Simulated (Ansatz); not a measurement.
Reaction (ligand exchange at the Si–F bond): `BC([SiH3])[SiH2]F` + HCl → `BC([SiH3])[SiH2]Cl` + H–F

Gas-phase electronic energies from Ansatz, PBE0-D4/def2-TZVP geometries. CCSD(T)/CBS adds triple-zeta CCSD(T) − MP2 to the extrapolated MP2 energy (def2 sets, frozen cores). This one scheme is used for every species. DFT in def2-TZVPP. One conformer a species, not always the lowest.

(1) Is it downhill or uphill in electronic energy at CCSD(T)/CBS, and by how much? (Estimate.)

(2) What do these levels give: PBE0-D4, SCS-MP2/def2-TZVPP, CCSD/def2-TZVPP, MP2/def2-QZVPP, HF/CBS(def2), CCSD/CBS(def2)? (Estimate.)

Largest T1 diagnostic among the species: 0.012.

## Answers

(1) Computed: Uphill: ΔE = +8.3 kcal/mol.

(2) The calculation gave: PBE0-D4 6.9, SCS-MP2/def2-TZVPP 9.4, CCSD/def2-TZVPP 9.8, MP2/def2-QZVPP 7.4, HF/CBS(def2) 12.7, CCSD/CBS(def2) 8.9 kcal/mol.

In def2-TZVPP, CCSD(T) changes the Hartree–Fock value by −3.0 kcal/mol (the triples alone add −0.6 kcal/mol) and MP2 by −4.5 kcal/mol. The D4 term adds −1.6 kcal/mol with B3LYP and −0.9 kcal/mol with PBE0; it sums over pairs of atoms, weighted by their polarisabilities, and B3LYP, whose exchange is more repulsive, gets the larger term.

B3LYP here is the variant with VWN-RPA as its local correlation; programs differ in this.
